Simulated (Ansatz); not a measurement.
`C#C[SiH2]O` + H₂O → `O[SiH2]O` + `C#C` at 298.15 K and 1 bar (formal hydrolysis of the Si–C bond).

Calculated with Ansatz (gas phase, PBE0-D4/def2-TZVP geometries, no zero-point term in ΔE). CCSD(T)/CBS adds triple-zeta CCSD(T) − MP2 to the extrapolated MP2 energy (def2 sets, frozen cores). This one scheme is used for every species. One conformer a species, not always the lowest.

| species | CCSD(T)/CBS energy (Eh) | H − E (kJ/mol) | S (J/(mol·K)) |
| --- | --- | --- | --- |
| `C#C[SiH2]O` | -442.75166 | 149.6 | 309.0 |
| H₂O | -76.37941 | 66.4 | 188.7 |
| `O[SiH2]O` | -441.92975 | 134.7 | 276.7 |
| `C#C` | -77.22717 | 80.8 | 200.2 |

H − E and S are ideal-gas, rigid-rotor, harmonic terms from PBE0-D4/def2-TZVP, for one conformer and one mirror image of each species. 1 Eh = 2625.50 kJ/mol, R = 8.31446 J/(mol·K).

Q: By hand: ΔE, ΔH, ΔS and ΔG.

A: ΔE = (-441.92975) + (-77.22717) − (-442.75166) − (-76.37941) = -0.02585 Eh = -67.9 kJ/mol. Δ(H − E) = 134.7 + 80.8 − 149.6 − 66.4 = -0.5, so ΔH = -68.4 kJ/mol. ΔS = 276.7 + 200.2 − 309.0 − 188.7 = -20.8 J/(mol·K). ΔG = -68.4 − 298.15 × (-20.8)/1000 = -62.2 kJ/mol.

Q: By hand: the equilibrium constant, and the temperature at which ΔG would vanish if ΔH and ΔS stayed fixed.

A: log₁₀ K = −ΔG/(RT ln 10) = 10.9. ΔG = 0 at ΔH/ΔS = 3288 K, far beyond where these terms or the molecules hold.

ΔH outweighs TΔS. A doubt of 5 kJ/mol in ΔE shifts log₁₀ K by 0.9 here. Other conformers and mirror images would add mixing entropy, several J/(mol·K) or more a flexible species. These are equilibria of isolated gas molecules and say nothing of rates. Largest T1 diagnostic: 0.013 (customary marks: 0.02 for closed shells, 0.045 for open ones).
